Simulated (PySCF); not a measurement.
Compound: BF4 (charge -1).
SMILES: `F[B-](F)(F)F`

The closed-shell ground state was solved at several levels (PySCF, density fitting, gas phase, non-relativistic). Isolated species at its PBE0-D3(BJ)/def2-TZVP geometry, gas phase. No diffuse functions stand in pcSseg-2, which bears on an anion's orbital energies.

| level | basis functions | total energy (Eh) | HOMO (eV) | LUMO (eV) | gap (eV) |
| --- | --- | --- | --- | --- | --- |
| PBE0/pcSseg-2 | 180 | -424.3107 | -4.70 | 7.13 | 11.83 |
| wB97X-D/pcSseg-2 | 180 | -424.6051 | -6.68 | 8.98 | 15.66 |
| B97-2/pcSseg-2 | 180 | -424.5891 | -4.35 | 7.24 | 11.59 |

**Question.** What might KT3/pcSseg-2 (180 basis functions) give for the same quantities?

**Answer.** Total energy -429.7950 Eh, HOMO -2.74 eV, LUMO 6.17 eV, gap 8.91 eV.

**Question.** Over all these levels, which gives the widest orbital gap and which the narrowest?

**Answer.** wB97X-D/pcSseg-2 (range-separated hybrid) has the widest, 15.66 eV, and KT3/pcSseg-2 (GGA) the narrowest, 8.91 eV. From the narrowest to the widest the HOMO moves by -3.94 eV and the LUMO by +2.81 eV.

**Question.** In the pcSseg-2 basis, how does the gap go with the fixed share of exact exchange?

**Answer.** KT3 (0 %) 8.91 eV; B97-2 (21 %) 11.59 eV; PBE0 (25 %) 11.83 eV. Each rise in the share widens the gap here.

Note: wB97X-D ran without an empirical dispersion term, which enters the total energy and its gradient alone.
